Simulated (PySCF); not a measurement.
Sb, charge +1, triplet (core potentials on Sb); B3LYP/def2-SVP (PySCF).

Input for PySCF:
```python
from pyscf import gto, scf, dft

mol = gto.M(
    atom='''
Sb    0.00000000    0.00000000    0.00000000
''',
    basis='def2-svp',
    ecp={'Sb': 'def2-svp'},
    charge=1,
    spin=2,
    verbose=4,
)

mf = dft.UKS(mol)
mf.xc = 'b3lyp'
mf.kernel()
```

What the program printed (banner, timings and long lists left out):

```
PySCF version 2.14.0

[INPUT] verbose = 4
[INPUT] num. atoms = 1
[INPUT] num. electrons = 22
[INPUT] charge = 1
[INPUT] spin (= nelec alpha-beta = 2S) = 2
[INPUT] symmetry False subgroup None
[INPUT] Mole.unit = angstrom
[INPUT] Symbol           X                Y                Z      unit          X                Y                Z       unit  Magmom
[INPUT]  1 Sb     0.000000000000   0.000000000000   0.000000000000 AA    0.000000000000   0.000000000000   0.000000000000 Bohr   0.0

nuclear repulsion = 0
number of shells = 10
number of NR pGTOs = 61
number of NR cGTOs = 26
basis = def2-svp
ecp = {'Sb': 'def2-svp'}

******** <class 'pyscf.dft.uks.UKS'> ********
method = UKS
initial guess = minao
damping factor = 0
level_shift factor = 0
DIIS = <class 'pyscf.scf.diis.CDIIS'>
diis_start_cycle = 1
diis_space = 8
diis_damp = 0
SCF conv_tol = 1e-09
SCF conv_tol_grad = None
SCF max_cycles = 50
direct_scf = True
direct_scf_tol = 1e-13
number electrons alpha = 12  beta = 10
XC library pyscf.dft.libxc version 7.1.2
    S. Lehtola, C. Steigemann, M. J. T. Oliveira, and M. A. L. Marques,  SoftwareX 7, 1–5 (2018)
XC functionals = b3lyp
    P. J. Stephens, F. J. Devlin, C. F. Chabalowski, and M. J. Frisch,  J. Phys. Chem. 98, 11623 (1994)
radial grids:
    Treutler-Ahlrichs [JCP 102, 346 (1995); DOI:10.1063/1.469408] (M4) radial grids

becke partition: Becke, JCP 88, 2547 (1988); DOI:10.1063/1.454033
pruning grids: <function nwchem_prune>
grids dens level: 3
symmetrized grids: False
atomic radii adjust function: <function treutler_atomic_radii_adjust>
small_rho_cutoff = 0
Set gradient conv threshold to 3.16228e-05
tot grids = 21960
init E= -215.203035071052

cycle= 1 E= -239.532007336506  delta_E= -24.3  |g|= 1.25  |ddm|= 6.67
cycle= 2 E= -239.869780291633  delta_E= -0.338  |g|= 0.569  |ddm|= 2.67
cycle= 3 E= -239.959418557715  delta_E= -0.0896  |g|= 0.0326  |ddm|= 0.728
cycle= 4 E= -239.959830570799  delta_E= -0.000412  |g|= 0.00161  |ddm|= 0.0673
cycle= 5 E= -239.959831951836  delta_E= -1.38e-06  |g|= 8.93e-05  |ddm|= 0.00493
cycle= 6 E= -239.959831957488  delta_E= -5.65e-09  |g|= 2.84e-06  |ddm|= 0.000368
cycle= 7 E= -239.959831957495  delta_E= -7.39e-12  |g|= 7.55e-08  |ddm|= 1.39e-05
Extra cycle  E= -239.959831957495  delta_E= -2.84e-14  |g|= 3.43e-08  |ddm|= 3.73e-07
converged SCF energy = -239.959831957495  <S^2> = 2.0017166  2S+1 = 3.0011442
```
